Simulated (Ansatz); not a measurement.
SnNH$_{5}$, closed shell: a relaxation.

in.yaml

```yaml
crystal:
  periodic: [false, false, false]
  atoms:
    - {symbol: Sn, position_ang: [0.402204, -1.269748, 0.915301]}
    - {symbol: H, position_ang: [-0.670584, 0.428770, -1.155381]}
    - {symbol: N, position_ang: [0.247014, 0.477089, -0.729851]}
    - {symbol: H, position_ang: [0.330140, 1.368023, -0.255482]}
    - {symbol: H, position_ang: [-1.339362, -1.474408, 0.608907]}
    - {symbol: H, position_ang: [0.082927, 0.042210, 2.075240]}
    - {symbol: H, position_ang: [0.947761, 0.428063, -1.458734]}
basis:
  gaussian: {orbitals: 6-31G}
hamiltonian: {xc: {name: revPBE}, dispersion: d4}
relax: {f_tol: 0.03, max_steps: 60, escape_saddle: true}
```

Command:

```bash
ansatz run in.yaml --threads 2 --pin off --events-out ev --progress --plain --max-ram 4352MiB
```

What Ansatz 0.2.0 printed:

```
Error: invalid value for `relax.escape_saddle`: a Gaussian basis doesn't support `true`; leave it out, and run phonons on the result
```

Hardware: 2 CPU threads of an Arm Neoverse V1, shared host. Wall time about 0.05 s.


The program refused the input.